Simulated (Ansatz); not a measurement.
`[OH][Nb]([F])([F])([F])[Cl]` + HCl → `[F][Nb]([F])([F])([Cl])[Cl]` + H₂O at 500 K and 1 bar (ligand exchange at the Nb–O bond).

Isolated molecules relaxed with PBE0-D4/def2-TZVP in Ansatz; ΔE leaves out vibrations. CBS: MP2 limit from def2 TZ/QZ plus the TZ coupled-cluster correction, frozen cores. This one scheme is used for every species. Elements past krypton have def2 core potentials. For Nb outer-core shells are correlated without core-valence functions, which leaves a few kJ/mol of doubt a bond. Each species was taken in one conformer, which may not be the lowest.

```tsv
species	CCSD(T)/CBS energy (Eh)	H − E (kJ/mol)	S (J/(mol·K))
`[OH][Nb]([F])([F])([F])[Cl]`	-892.11593	106.0	450.9
HCl	-460.38127	32.5	201.9
`[F][Nb]([F])([F])([Cl])[Cl]`	-1276.12242	72.3	445.3
H₂O	-76.37941	73.2	206.3
```

H − E and S are ideal-gas, rigid-rotor, harmonic terms from PBE0-D4/def2-TZVP, for one conformer and one mirror image of each species. 1 Eh = 2625.50 kJ/mol, R = 8.31446 J/(mol·K).

**Question.** By hand: ΔE, ΔH, ΔS and ΔG.

**Answer.** ΔE = (-1276.12242) + (-76.37941) − (-892.11593) − (-460.38127) = -0.00463 Eh = -12.2 kJ/mol. Δ(H − E) = 72.3 + 73.2 − 106.0 − 32.5 = 7.0, so ΔH = -5.2 kJ/mol. ΔS = 445.3 + 206.3 − 450.9 − 201.9 = -1.2 J/(mol·K). ΔG = -5.2 − 500 × (-1.2)/1000 = -4.6 kJ/mol.

**Question.** By hand: the equilibrium constant, and the temperature at which ΔG would vanish if ΔH and ΔS stayed fixed.

**Answer.** log₁₀ K = −ΔG/(RT ln 10) = 0.5. ΔG = 0 at ΔH/ΔS = 4333 K, far beyond where these terms or the molecules hold.

The number of gas molecules stays the same, so ΔS is small and ΔH decides. The sign of ΔG lies within the doubt. A doubt of 5 kJ/mol in ΔE shifts log₁₀ K by 0.5 here. Other conformers and mirror images would add mixing entropy, several J/(mol·K) or more a flexible species. Modes under 60 cm⁻¹, often nearly free rotors, make the harmonic entropy too high. These are equilibria of isolated gas molecules and say nothing of rates. Largest T1 diagnostic: 0.021 (customary marks: 0.02 for closed shells, 0.045 for open ones).
